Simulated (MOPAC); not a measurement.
Input for MOPAC: PM6 on CH4Si (SMILES C=[SiH2]), a point of a bond scan (R = 1.531 Å).

```
PM6 1SCF PRECISE CHARGE=0 THREADS=1
CH4Si

C     -1.15067768 1    -0.05472828 1    -0.00632374 1
Si     0.37837131 1     0.01799601 1     0.00207941 1
H     -1.77056886 1     0.83033249 1    -0.06777878 1
H     -1.68440972 1    -0.99465742 1     0.04879136 1
H      1.23014827 1    -1.18084576 1     0.08542528 1
H      1.11338881 1     1.29230854 1    -0.07254597 1
```

The log:

```
*******************************************************************************
 **                                                                           **
 **                              MOPAC v23.2.5                                **
 **                                                                           **
 *******************************************************************************
 ** MOPAC's Digital Object Identifier: https://doi.org/10.5281/zenodo.6511958 **
 **                                                                           **
 ** Please cite the open-source release paper for use of this MOPAC version:  **
 ** J. E. Moussa and J. J. P. Stewart (2026)                                  **
 ** MOPAC: An open-source semiempirical molecular orbital program             **
 ** J. Open Source Softw., 11(119), 8025, https://doi.org/10.21105/joss.08025 **
 *******************************************************************************

                              PM6 CALCULATION RESULTS

 *******************************************************************************
 *  PM6        - The PM6 Hamiltonian to be used
 *
 *
 *
 *                 CHARGE ON SYSTEM = 0
 *
 *
 *
 *  PRECISE    - TIGHTER CRITERIA TO BE USED
 *  1SCF       - DO 1 SCF AND THEN STOP
 *  THREADS=1  - MULTI-THREADING NOT USED
 *  T=         - A TIME OF 172800.0 SECONDS REQUESTED
 *  DUMP=N     - RESTART FILE WRITTEN EVERY 7200.0 SECONDS REQUESTED
 *******************************************************************************
PM6 1SCF PRECISE CHARGE=0 THREADS=1
 CH4Si

   ATOM   CHEMICAL          X               Y               Z
  NUMBER   SYMBOL      (ANGSTROMS)     (ANGSTROMS)     (ANGSTROMS)

     1       C         -1.15067768  *  -0.05472828  *  -0.00632374  *
     2      Si          0.37837131  *   0.01799601  *   0.00207941  *
     3       H         -1.77056886  *   0.83033249  *  -0.06777878  *
     4       H         -1.68440972  *  -0.99465742  *   0.04879136  *
     5       H          1.23014827  *  -1.18084576  *   0.08542528  *
     6       H          1.11338881  *   1.29230854  *  -0.07254597  *



          CARTESIAN COORDINATES

    NO.       ATOM           X           Y           Z

     1         C         -1.1507     -0.0547     -0.0063
     2        Si          0.3784      0.0180      0.0021
     3         H         -1.7706      0.8303     -0.0678
     4         H         -1.6844     -0.9947      0.0488
     5         H          1.2301     -1.1808      0.0854
     6         H          1.1134      1.2923     -0.0725

 General Reference for PM6:
 "Optimization of Parameters for Semiempirical Methods V: Modification of NDDO Approximations
 and Application to 70 Elements", J. J. P. Stewart, J. Mol. Mod., 13, 1173-1213 (2007)
 URL: https://link.springer.com/article/10.1007/s00894-007-0233-4

           Empirical Formula: C H4 Si  =     6 atoms



      MOLECULAR POINT GROUP   :   C2v


      RHF CALCULATION, NO. OF DOUBLY OCCUPIED LEVELS = 6


 -------------------------------------------------------------------------------
 PM6 1SCF PRECISE CHARGE=0 THREADS=1
 CH4Si



     1SCF WAS SPECIFIED, SO BFGS WAS NOT USED
     SCF FIELD WAS ACHIEVED


                              PM6 CALCULATION
                                                       MOPAC v23.2.5 Linux




          FINAL HEAT OF FORMATION =         62.71884 KCAL/MOL =     262.41563 KJ/MOL


          COSMO AREA              =         90.31 SQUARE ANGSTROMS
          COSMO VOLUME            =         76.82 CUBIC ANGSTROMS

          IONIZATION POTENTIAL    =          8.833285 EV
          HOMO LUMO ENERGIES (EV) =         -8.833 -0.286
          NO. OF FILLED LEVELS    =          6
          MOLECULAR WEIGHT        =         44.1281         POINT GROUP:  C2v

          MOLECULAR DIMENSIONS (Angstroms)

            Atom       Atom       Distance
            H     5    H     3     3.61561
            H     6    H     4     3.46138
            H     5   Si     2     0.00000


          SCF CALCULATIONS        =          1





   ATOM   CHEMICAL          X               Y               Z
  NUMBER   SYMBOL      (ANGSTROMS)     (ANGSTROMS)     (ANGSTROMS)

     1       C         -1.15067768  *  -0.05472828  *  -0.00632374  *
     2      Si          0.37837131  *   0.01799601  *   0.00207941  *
     3       H         -1.77056886  *   0.83033249  *  -0.06777878  *
     4       H         -1.68440972  *  -0.99465742  *   0.04879136  *
     5       H          1.23014827  *  -1.18084576  *   0.08542528  *
     6       H          1.11338881  *   1.29230854  *  -0.07254597  *

                             CARTESIAN COORDINATES

   1    C       -1.150677680    -0.054728280    -0.006323740
   2   Si        0.378371310     0.017996010     0.002079410
   3    H       -1.770568860     0.830332490    -0.067778780
   4    H       -1.684409720    -0.994657420     0.048791360
   5    H        1.230148270    -1.180845760     0.085425280
   6    H        1.113388810     1.292308540    -0.072545970


           Empirical Formula: C H4 Si  =     6 atoms



      MOLECULAR POINT GROUP   :   C2v


                  EIGENVALUES
 -23.70583 -16.72133 -13.79090 -11.56494 -10.77202  -8.83328  -0.28582   0.28982
   0.80091   1.30857   2.29536   3.28615   4.02672   4.46075   5.95033   7.13430
   7.92957


              NET ATOMIC CHARGES AND DIPOLE CONTRIBUTIONS

  ATOM NO.   TYPE          CHARGE      No. of ELECS.   s-Pop       p-Pop       d-Pop
    1          C          -0.805553        4.8056     1.07873     3.72682
    2         Si           0.415220        3.5848     1.15608     1.75915     0.66955
    3          H           0.210460        0.7895     0.78954
    4          H           0.210460        0.7895     0.78954
    5          H          -0.015294        1.0153     1.01529
    6          H          -0.015294        1.0153     1.01529
 DIPOLE           X         Y         Z       TOTAL
 POINT-CHG.     1.542     0.073     0.008     1.544
 HYBRID         0.265     0.013     0.001     0.266
 SUM            1.808     0.086     0.010     1.810


          ATOMIC ORBITAL ELECTRON POPULATIONS

     Atom    s        px        py        pz      x^2-y^2     xz        z^2       yz        xy
    1  C   1.07873   1.20816   1.14202   1.37665
    2 Si   1.15608   0.63315   0.71733   0.40867   0.12860   0.21482   0.02848   0.00155   0.29610
    3  H   0.78954
    4  H   0.78954
    5  H   1.01529
    6  H   1.01529

 **********************
 *                    *
 * JOB ENDED NORMALLY *
 *                    *
 **********************




 == MOPAC DONE ==
```

The run finished.

Cost: roughly 0.03 core-seconds.
